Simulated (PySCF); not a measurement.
## Mo⁺: interval between two levels

Mo⁺ [Kr] 4d5 [6S5/2, M_J = 5/2] → Mo⁺ [Kr] 4d4 5p1 [6F11/2, M_J = 11/2], as a difference of total energies. Computed with PySCF 2.14 in x2c-TZVPall-2c (8s9p7d1f, 77 functions), with the two-component X2C-1e Hamiltonian. Correlated levels: [Ar] 3d10 frozen; the 6 highest virtual spinors dropped. "Screened" scales the spin-orbit matrix elements by Boettger's factors to mimic the two-electron term; Breit and QED terms are absent.

```json
{"method": "GHF (spin-free)", "interval between two levels (cm⁻¹)": "44971", "error (cm⁻¹)": "-3989"}
{"method": "GMP2 (spin-free)", "interval between two levels (cm⁻¹)": "47098", "error (cm⁻¹)": "-1862"}
{"method": "GHF (screened spin-orbit)", "interval between two levels (cm⁻¹)": "46168", "error (cm⁻¹)": "-2792"}
{"method": "GMP2 (screened spin-orbit)", "interval between two levels (cm⁻¹)": "48390", "error (cm⁻¹)": "-570"}
```

Reference: 48960 cm⁻¹ (measured; NIST Handbook of Basic Atomic Spectroscopic Data (Sansonetti and Martin, J. Phys. Chem. Ref. Data 34, 1559 (2005))).

The spin-free rows relax to the high-spin LS determinant and lack the spin-orbit shift.

Errors of the correlated levels include the incompleteness of this basis and the frozen core.

The labels give the starting determinants; with spin-orbit coupling the two ends relaxed to ⟨J²⟩ = 8.75, ⟨L²⟩ = 0.01, ⟨S²⟩ = 8.75 and ⟨J²⟩ = 35.76, ⟨L²⟩ = 12.05, ⟨S²⟩ = 8.74.
